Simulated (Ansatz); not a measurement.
## CH3In (SMILES C[In]): the energy, rung by rung

The species is CH3In (5 atoms), meant as a singlet with charge 0. SMILES: `C[In]`. The shape was relaxed beforehand at wB97X-V/def2-SVP.

Quantity: the adiabatic ionisation energy (to the doublet cation, shapes relaxed at wB97X-V/def2-SVP, no zero-point term), in eV. The values are calculated.

```tsv
level	kind	program	value (eV)	less CCSD(T)/def2-TZVPP	CPU time (all runs)
HF/def2-TZVPP (core potential)	Hartree–Fock	Ansatz	6.14	-1.19	3.7 s
SVWN5/def2-TZVPP (core potential)	LDA	Ansatz	7.65	+0.32	4.1 s
BLYP/def2-TZVPP (core potential)	GGA	Ansatz	7.16	-0.17	10 s
r2SCAN/def2-TZVPP (core potential)	meta-GGA	Ansatz	7.24	-0.09	15 s
B3LYP/def2-TZVPP (core potential)	global hybrid	Ansatz	7.32	-0.01	7.8 s
PBE0-D4/def2-TZVPP (core potential)	global hybrid	Ansatz	7.28	-0.05	11 s
CAM-B3LYP/def2-TZVPP (core potential)	range-separated hybrid	Ansatz	7.37	+0.04	13 s
B2PLYP/def2-TZVPP (core potential)	double hybrid	Ansatz	7.28	-0.05	24 s
MP2/def2-TZVPP (core potential)	perturbation theory	Ansatz	7.39	+0.06	7.8 s
CCSD(T)/def2-TZVPP (core potential)	coupled cluster or CI	Ansatz	7.33	0.00	53 s
```

Differences are taken from CCSD(T)/def2-TZVPP (core potential) for orientation; it has basis-set and higher-order errors of its own. Spin-orbit coupling, which can split open shells on such heavy atoms by tenths of an eV, is left out. The values span 6.14 to 7.65 eV. In the correlated wave-function rows the outer d shell of In is correlated, in sets not made for it. CPU times are rough (shared hosts, several kinds of processor): they show what a rung costs within a factor of a few.
